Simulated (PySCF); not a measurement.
# Working out the excitation energy of Si

Si [Ne] 3s2 3p2 (3P) → Si [Ne] 3s2 3p1 4s1 (3P). All numbers are calculated (PySCF 2.14, the non-relativistic Hamiltonian (point nucleus), in aug-cc-pwCVDZ). Frozen: [Ne]. Energies in hartree (1 hartree = 27.21139 eV):

| part | Si (lower) | Si (upper) |
| --- | --- | --- |
| UHF | -288.851177 | -288.670280 |
| CCSD correlation | -0.067419 | -0.063624 |
| (T) | -0.001374 | -0.001423 |

Task: What does Hartree-Fock give?

Result: (-288.670280) − (-288.851177) = 0.180897 hartree = 4.922 eV.

Task: What do CCSD and CCSD(T) give?

Result: The CCSD correlation energies differ by 0.003795 hartree = 0.103 eV and the triples by -0.000049 hartree = -0.001 eV, so CCSD gives 5.025 eV and CCSD(T) 5.024 eV.

A double-zeta basis recovers only part of the correlation energy.
